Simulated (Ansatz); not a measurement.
Consider the substitution at a C–Sn bond: `C=[CH][SnH2][CH]=C` + `[SiH3]CS` → `C=CSC[SiH3]` + `C=[CH][SnH3]`.

Computed with Ansatz on PBE0-D4/def2-TZVP structures; ΔE is electronic, products minus reactants. CBS: MP2 limit from def2 TZ/QZ plus the TZ coupled-cluster correction, frozen cores. DFT in def2-TZVPP. B3LYP here is the variant with VWN-RPA as its local correlation; programs differ in this. Elements past krypton have def2 core potentials. For Sn outer-core shells are correlated without core-valence functions, which leaves a few kJ/mol of doubt a bond. One conformer a species, not always the lowest.

```json
{"level": "B3LYP-D4", "ΔE (kJ/mol)": "6.9"}
{"level": "HF/def2-TZVPP", "ΔE (kJ/mol)": "18.1"}
{"level": "MP2/def2-QZVPP", "ΔE (kJ/mol)": "18.4"}
{"level": "CCSD/CBS(def2)", "ΔE (kJ/mol)": "21.3"}
```

(1) What does CCSD(T)/CBS give? (Estimate.)

Largest T1 diagnostic among the species: 0.013.

Answers

(1) The calculation gave: +19.7 kJ/mol. The listed levels differ from it by -12.8, -1.6, -1.3, 1.6 kJ/mol.

From PBE to PBE0 (25 % exact exchange), in def2-TZVPP and without D4, ΔE moves by +3.7 kJ/mol.
